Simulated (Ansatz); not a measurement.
A nudged elastic band was laid between two geometries of AlGeH$_{5}$Te (8 atoms, charge 0, multiplicity 1).

Method: RKS B3LYP-D4/def2-mTZVP (Ansatz).

```
movable images  : 7
climbing image  : yes
spring          : 5.0 eV/Å²
optimiser       : quadratic models (default)
start path      : through a guess of the saddle point
force threshold : 0.05 eV/Å
iteration limit : 60
end points      : relaxed
```

First end point:

```xyz
8
Properties=species:S:1:pos:R:3
Ge -0.996 1.274 -0.160
Al 0.886 -0.325 0.015
Te 0.242 -2.759 0.379
H -2.360 0.585 0.058
H -1.049 1.951 -1.549
H -0.894 2.414 0.879
H 2.419 0.052 -0.076
H 1.843 -3.249 0.397
```

Last end point:

```xyz
8
Properties=species:S:1:pos:R:3
Ge -0.923 0.991 -0.107
Al -0.746 -1.443 0.315
Te -0.551 -3.742 0.717
H -2.400 1.415 -0.204
H -0.215 1.346 -1.427
H -0.254 1.772 1.040
H 2.589 0.163 -0.281
H 2.593 -0.558 -0.108
```

Q: Which bonds break or form, and what moves?

A: Bonds broken: Al2–H7, Te3–H8. Bonds formed: H7–H8. AlGeH5Te becomes AlGeH3Te + H2.

Q: Give the energies along the band, and the barrier.

A: It converged. The highest image is number 3 of 0 to 8, 144.2 kJ/mol above the first end and 102.9 kJ/mol above the last; the last end lies 41.4 kJ/mol above the first. A vibrational analysis at the climbing image gives one clearly imaginary mode, 1216i cm⁻¹: a first-order saddle point. The orbitals stay closed-shell, which can raise the energy where a bond breaks towards radicals; this wasn't checked here.

```tsv
image	path coordinate (Å)	energy (kJ/mol)	Al2–H7 (Å)	Te3–H8 (Å)	H7–H8 (Å)
0	0.00	0.0	1.58	1.67	3.38
1	0.78	7.9	1.58	1.67	2.87
2	1.57	50.8	1.58	1.69	2.03
3	2.35	144.2	1.74	2.07	1.07
4	2.97	85.6	2.24	2.71	0.77
5	3.59	53.1	2.85	3.21	0.75
6	4.21	43.0	3.45	3.66	0.74
7	4.83	41.6	3.67	4.12	0.74
8	5.46	41.4	3.75	4.55	0.74
```

Q: What is the geometry of the highest image?

A: 
```xyz
8
Properties=species:S:1:pos:R:3
Ge -0.994 1.243 -0.162
Al 0.314 -0.851 0.088
Te 0.621 -3.267 0.254
H -2.503 0.945 -0.073
H -0.700 1.893 -1.530
H -0.622 2.254 0.941
H 2.033 -0.606 0.185
H 1.943 -1.668 0.241
```

Q: What are the harmonic wavenumbers there?

A: 1216i, 64, 90, 127, 197, 415, 429, 483, 778, 815, 870, 885, 885, 1386, 1588, 2108, 2123, 2129 cm⁻¹.

The band took 19 iterations and roughly 12 core-minutes.

The run took 6.5 min on 2 threads of AMD EPYC 7R43 64-Core Processor (Zen 3) (shared host), peak memory 0.29 GiB.
